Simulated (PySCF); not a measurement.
tert-butylthiol (C₄H₁₀S), singlet, geometry from GFN2-xTB; HSE06/STO-3G run with PySCF.

PySCF was given this input:
```python
from pyscf import gto, scf, dft

mol = gto.M(
    atom='''
C    -0.287286    1.208235   -1.112642
C    -0.253099   -0.049261   -0.254432
C     0.153838   -1.267818   -1.072058
C    -1.593920   -0.276887    0.431907
S     0.985704    0.193790    1.109254
H    -1.051131    1.110377   -1.882389
H    -0.518958    2.078889   -0.503196
H     0.672208    1.373580   -1.599654
H     0.233570   -2.145094   -0.433962
H    -0.592453   -1.464207   -1.840190
H     1.114156   -1.107101   -1.558993
H    -1.548635   -1.154492    1.073162
H    -1.858052    0.582283    1.044695
H    -2.373501   -0.427972   -0.312274
H     2.034344    0.367480    0.308083
''',
    basis='sto-3g',
    charge=0,
    spin=0,
    verbose=4,
)

mf = dft.RKS(mol)
mf.xc = 'hse06'
mf.kernel()
```

Output, abridged:

```
PySCF version 2.14.0

[INPUT] verbose = 4
[INPUT] num. atoms = 15
[INPUT] num. electrons = 50
[INPUT] charge = 0
[INPUT] spin (= nelec alpha-beta = 2S) = 0
[INPUT] symmetry False subgroup None
[INPUT] Mole.unit = angstrom
[INPUT] Symbol           X                Y                Z      unit          X                Y                Z       unit  Magmom
[INPUT]  1 C     -0.287286000000   1.208235000000  -1.112642000000 AA   -0.542891859422   2.283233244114  -2.102588654688 Bohr   0.0
[INPUT]  2 C     -0.253099000000  -0.049261000000  -0.254432000000 AA   -0.478287792401  -0.093089798622  -0.480806797325 Bohr   0.0
[INPUT]  3 C      0.153838000000  -1.267818000000  -1.072058000000 AA    0.290711687551  -2.395828795794  -2.025896009649 Bohr   0.0
[INPUT]  4 C     -1.593920000000  -0.276887000000   0.431907000000 AA   -3.012072264467  -0.523240597452   0.816185941283 Bohr   0.0
[INPUT]  5 S      0.985704000000   0.193790000000   1.109254000000 AA    1.862710599888   0.366210025679   2.096186262578 Bohr   0.0
[INPUT]  6 H     -1.051131000000   1.110377000000  -1.882389000000 AA   -1.986349711040   2.098308425016  -3.557199669894 Bohr   0.0
[INPUT]  7 H     -0.518958000000   2.078889000000  -0.503196000000 AA   -0.980688490152   3.928530853371  -0.950902626977 Bohr   0.0
[INPUT]  8 H      0.672208000000   1.373580000000  -1.599654000000 AA    1.270289018742   2.595690010180  -3.022907954065 Bohr   0.0
[INPUT]  9 H      0.233570000000  -2.145094000000  -0.433962000000 AA    0.441383330915  -4.053640171448  -0.820069328469 Bohr   0.0
[INPUT] 10 H     -0.592453000000  -1.464207000000  -1.840190000000 AA   -1.119573911677  -2.766950219671  -3.477455117163 Bohr   0.0
[INPUT] 11 H      1.114156000000  -1.107101000000  -1.558993000000 AA    2.105449700041  -2.092117682232  -2.946069800114 Bohr   0.0
[INPUT] 12 H     -1.548635000000  -1.154492000000   1.073162000000 AA   -2.926496016916  -2.181673693001   2.027982267290 Bohr   0.0
[INPUT] 13 H     -1.858052000000   0.582283000000   1.044695000000 AA   -3.511209405200   1.100355396990   1.974187433702 Bohr   0.0
[INPUT] 14 H     -2.373501000000  -0.427972000000  -0.312274000000 AA   -4.485266846381  -0.808749868982  -0.590112335822 Bohr   0.0
[INPUT] 15 H      2.034344000000   0.367480000000   0.308083000000 AA    3.844353003152   0.694436556255   0.582192493634 Bohr   0.0

nuclear repulsion = 245.545498269152
number of shells = 27
number of NR pGTOs = 117
number of NR cGTOs = 39
basis = sto-3g
ecp = {}

******** <class 'pyscf.dft.rks.RKS'> ********
method = RKS
initial guess = minao
damping factor = 0
level_shift factor = 0
DIIS = <class 'pyscf.scf.diis.CDIIS'>
diis_start_cycle = 1
diis_space = 8
diis_damp = 0
SCF conv_tol = 1e-09
SCF conv_tol_grad = None
SCF max_cycles = 50
direct_scf = True
direct_scf_tol = 1e-13
XC library pyscf.dft.libxc version 7.1.2
    S. Lehtola, C. Steigemann, M. J. T. Oliveira, and M. A. L. Marques,  SoftwareX 7, 1–5 (2018)
XC functionals = hse06
    J. Heyd, G. E. Scuseria, and M. Ernzerhof,  J. Chem. Phys. 118, 8207 (2003)
    J. Heyd, G. E. Scuseria, and M. Ernzerhof,  J. Chem. Phys. 124, 219906 (2006)
    A. V. Krukau, O. A. Vydrov, A. F. Izmaylov, and G. E. Scuseria,  J. Chem. Phys. 125, 224106 (2006)
radial grids:
    Treutler-Ahlrichs [JCP 102, 346 (1995); DOI:10.1063/1.469408] (M4) radial grids

becke partition: Becke, JCP 88, 2547 (1988); DOI:10.1063/1.454033
pruning grids: <function nwchem_prune>
grids dens level: 3
symmetrized grids: False
atomic radii adjust function: <function treutler_atomic_radii_adjust>
small_rho_cutoff = 0
Set gradient conv threshold to 3.16228e-05
Initial guess from minao.
tot grids = 173432
init E= -550.107757458528
  HOMO = -0.23985599456057  LUMO = 0.0868359220579247  gap/eV = 8.88974
cycle= 1 E= -550.041894890919  delta_E= 0.0659  |g|= 0.275  |ddm|= 4.51
  HOMO = -0.0508084480787595  LUMO = 0.243503470138059  gap/eV = 8.00864
cycle= 2 E= -550.052996242903  delta_E= -0.0111  |g|= 0.233  |ddm|= 0.843
  HOMO = -0.0973350687268035  LUMO = 0.227120687487708  gap/eV = 8.82889
cycle= 3 E= -550.07163635596  delta_E= -0.0186  |g|= 0.0356  |ddm|= 0.378
  HOMO = -0.102401882794652  LUMO = 0.217886910194439  gap/eV = 8.71550
cycle= 4 E= -550.072011165575  delta_E= -0.000375  |g|= 0.00738  |ddm|= 0.0577
  HOMO = -0.102977704812119  LUMO = 0.218690641287056  gap/eV = 8.75304
cycle= 5 E= -550.072028891927  delta_E= -1.77e-05  |g|= 0.00174  |ddm|= 0.0137
  HOMO = -0.102508488180763  LUMO = 0.218890841018135  gap/eV = 8.74572
cycle= 6 E= -550.072029961844  delta_E= -1.07e-06  |g|= 0.000191  |ddm|= 0.00309
  HOMO = -0.102488003155676  LUMO = 0.218901785600927  gap/eV = 8.74546
cycle= 7 E= -550.072029977023  delta_E= -1.52e-08  |g|= 9.52e-06  |ddm|= 0.000395
  HOMO = -0.102489276891712  LUMO = 0.218900869793512  gap/eV = 8.74547
cycle= 8 E= -550.072029976859  delta_E= 1.64e-10  |g|= 1.32e-06  |ddm|= 2.39e-05
  HOMO = -0.102489004430875  LUMO = 0.218901119052108  gap/eV = 8.74547
Extra cycle  E= -550.072029976859  delta_E= 4.55e-13  |g|= 6.16e-07  |ddm|= 3.5e-06
converged SCF energy = -550.072029976859
```
